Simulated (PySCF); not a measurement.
**MF for M along group 12**

PBE with triple-zeta basis sets in PySCF, for the lowest determinant that a PBE0 search found; no spin–orbit coupling. De refers to high-spin ground-configuration atoms. A positive dipole means M(−)F(+).

```
 M       basis  state (unpaired electrons)  Re (Å)  ωe (cm⁻¹)  De (eV)  μ (D)
Zn  def2-TZVPP               doublet (σ ↑)   1.807        564     3.17  -2.82
Cd  def2-TZVPP               doublet (σ ↑)   2.020        468     2.63  -3.40
Hg  def2-TZVPP               doublet (σ ↑)   2.080        407     1.73  -2.97
```

The shortest bond is that of ZnF (1.807 Å), the longest that of HgF (2.080 Å). ZnF is bound most strongly (3.17 eV) and HgF least (1.73 eV).

Down a group the atoms grow and get heavier, so bonds lengthen and wavenumbers fall; this series shows no clear exception.

These are scalar-relativistic numbers at best; spin–orbit coupling would shift them, the dissociation energy most. States were picked by a PBE0 search and need not be the measured ground states.
